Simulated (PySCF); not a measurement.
A PySCF script (with the pyscf-properties extension) for the NMR shieldings of SMILES CC(=S)[C@@]1(F)CS[SiH2][C@H]1C, C$_{6}$H$_{11}$FS$_{2}$Si, on a GFN2-xTB geometry:

```python
import basis_set_exchange as bse
import numpy as np
from pyscf import gto, dft
from pyscf.prop import nmr

atoms = """
C     2.535269   -0.627658   -0.534819
C     1.233149    0.082985   -0.580532
S     0.849031    1.098377   -1.788224
C     0.293010   -0.135475    0.569617
F     0.704510   -1.282999    1.256657
C     0.432011    1.021857    1.576538
S    -0.436350    2.520531    1.029940
Si   -1.896633    1.437573   -0.123219
C    -1.180446   -0.302230    0.193756
C    -1.402184   -1.323005   -0.914448
H     2.363398   -1.701814   -0.628116
H     3.023609   -0.472888    0.427702
H     3.181365   -0.292830   -1.341535
H     1.477077    1.285620    1.737021
H     0.000491    0.699060    2.525002
H    -3.188573    1.541696    0.554908
H    -1.948024    1.902524   -1.494628
H    -1.657793   -0.693024    1.101012
H    -0.932014   -2.272044   -0.658897
H    -0.992161   -0.977687   -1.860236
H    -2.467663   -1.491626   -1.047970
"""
names = dict.fromkeys(["C", "S", "F", "Si", "H"], "pcSseg-1")
basis = {el: gto.basis.parse(bse.get_basis(n, elements=[el], fmt="nwchem")) for el, n in names.items()}
mol = gto.M(atom=atoms, basis=basis, charge=0, verbose=0)
mf = dft.RKS(mol, xc="PBE0")
mf.grids.level = 2
mf.grids.alignment = dft.numint.BLKSIZE   # the property module wants whole blocks of grid points
mf.conv_tol = 1e-9
mf.kernel()

calc = nmr.RKS(mf)   # GIAO
C = mf.mo_coeff
Co = C[:, mf.mo_occ > 0]
resp = mf.gen_response(singlet=True, hermi=2)
def vind(x):   # induced exchange potential for any number of trial vectors
    d = np.einsum("pi,xij,qj->xpq", C, 2 * x.reshape(-1, C.shape[1], Co.shape[1]), Co, optimize=True)
    return np.einsum("xpq,pi,qj->xij", resp(d - d.transpose(0, 2, 1)), C, Co, optimize=True).ravel()
mo1, _ = nmr.rhf.solve_mo1(calc, with_cphf=vind)
sigma = calc.kernel(mo1)
for i, s in enumerate(sigma):   # ppm
    w = np.linalg.eigvalsh((s + s.T) / 2)
    print("%2d %-2s iso %8.1f  s11 %8.1f  s22 %8.1f  s33 %8.1f" % (i, mol.atom_pure_symbol(i), w.mean(), *w))
```

Question: What are the results?

Answer: 
```
 0 C  iso    143.9  s11    117.7  s22    134.0  s33    179.9
 1 C  iso    -82.5  s11   -236.1  s22   -145.9  s33    134.5
 2 S  iso   -476.8  s11  -1718.9  s22   -327.6  s33    616.2
 3 C  iso     69.1  s11     44.2  s22     69.0  s33     94.2
 4 F  iso    342.0  s11    270.5  s22    331.2  s33    424.3
 5 C  iso    141.4  s11    102.9  s22    151.4  s33    169.8
 6 S  iso    690.4  s11    533.1  s22    639.9  s33    898.0
 7 Si iso    364.3  s11    324.6  s22    352.7  s33    415.6
 8 C  iso    148.1  s11    122.3  s22    148.9  s33    173.1
 9 C  iso    177.3  s11    166.1  s22    176.0  s33    189.7
10 H  iso     28.6  s11     24.6  s22     28.2  s33     33.0
11 H  iso     28.2  s11     24.1  s22     28.0  s33     32.7
12 H  iso     28.6  s11     24.6  s22     28.1  s33     33.1
13 H  iso     29.0  s11     22.7  s22     28.3  s33     36.1
14 H  iso     28.1  s11     22.1  s22     27.8  s33     34.4
15 H  iso     26.8  s11     23.2  s22     23.9  s33     33.3
16 H  iso     26.8  s11     22.6  s22     25.4  s33     32.4
17 H  iso     29.9  s11     26.8  s22     28.5  s33     34.3
18 H  iso     30.5  s11     25.0  s22     28.8  s33     37.6
19 H  iso     30.5  s11     25.3  s22     31.7  s33     34.5
20 H  iso     30.8  s11     25.3  s22     28.0  s33     39.0
```

These numbers come from an equivalent density-fitted implementation of the same equations, which agrees with the script to about 0.01 ppm for H and up to a few tenths of a ppm for heavy atoms, so last digits may differ.

Question: Turn these shieldings into chemical shifts. Referencing at the same level of theory: 13C (σref 186.93) and 29Si (σref 349.16) and 1H (σref 31.72) vs TMS; 33S (σref 503.73) vs CS2; 19F (σref 170.95) against CFCl3.

Answer: Averaging equivalent atoms: C 1: 269.4; C 3: 117.8; C 5: 45.6; C 0: 43.1; C 8: 38.8; C 9: 9.7; S 2: 980; S 6: -187; F 4: -171.0; Si 7: -15.1; H 15: 4.94; H 16: 4.94; H 14: 3.61; H 10/11/12: 3.25; H 13: 2.69; H 17: 1.86; H 18/19/20: 1.15 ppm. Unscaled 19F shifts against computed CFCl3 carry errors that often reach 10 to 50 ppm.

Size and cost of the density-fitted run: 246 basis functions, 2.2 min wall time on 1 thread of an Arm Neoverse N1, shared host; peak memory 1.1 GiB.
